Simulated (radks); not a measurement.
The titanium ion Ti11+, [Ne] 3s1. All-electron calculation, non-relativistic Kohn-Sham, PBE, spin-polarised, spherical densities, point nucleus. Program: a radial shooting solver on a logarithmic mesh with Libxc functionals. Every spin shell is full or empty, so the densities are truly spherical. Functionals are evaluated on that one density, not self-consistently. Rank these orbital-free kinetic functionals by their error against the exact value of the orbitals, and give that value: Thomas-Fermi, von Weizsacker, TF + vW/9, revAPBEK, Perdew 92, LKT, PG1, Ernzerhof.

Answer. Exact: 801.214 hartree. From best to worst, with 100 (|E| - |E exact|)/|E exact| (equal figures are ties): Perdew 92 -0.27, TF + vW/9 -0.29, Ernzerhof +0.41, revAPBEK +0.83, Thomas-Fermi -6.84, PG1 +24.32, LKT +29.92, von Weizsacker -41.04.
